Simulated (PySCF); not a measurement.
## Spinor energies of As³⁰⁺ (arsenic, charge +30)

Start: [He] 2s1; 2s1/2 filled at m_j = +1/2. Calculated with PySCF 2.14 in an even-tempered Gaussian basis (17 s from 11 bohr⁻², ratio 2.4; 11 p from 14 bohr⁻², ratio 2.4; 5 d from 44 bohr⁻², ratio 2.6; 4 f from 66 bohr⁻², ratio 2.6): generalised Hartree-Fock with the X2C-1e Hamiltonian and a Gaussian nucleus; one run each with spin-orbit coupling (SO) switched off, then screened by Boettger's factors.

```tsv
spinor shell	electrons	ε, spin-free (eV)	ε, screened SO (eV)	weight of nominal j (screened SO)	rms radius, screened SO (bohr)
1s1/2	2	-14286.0	-14286.0	1.000	0.0519
2s1/2	1	-3413.1	-3413.1	1.000	0.200
```

```tsv
quantity	spin-free	screened SO
E (hartree)	-1209.47925	-1209.47925
M_J	1/2	1/2
⟨J²⟩	0.750	0.750
⟨L²⟩	0.000	0.000
⟨S²⟩	0.750	0.750
```

Each row is a mean over spinors that exchange with the open shell spreads, by up to 20.261 eV (1s1/2).

Without spin-orbit coupling the j labels of p, d and f shells carry no meaning; the spin-free column gives the mean over the occupied spinors of each nl shell.
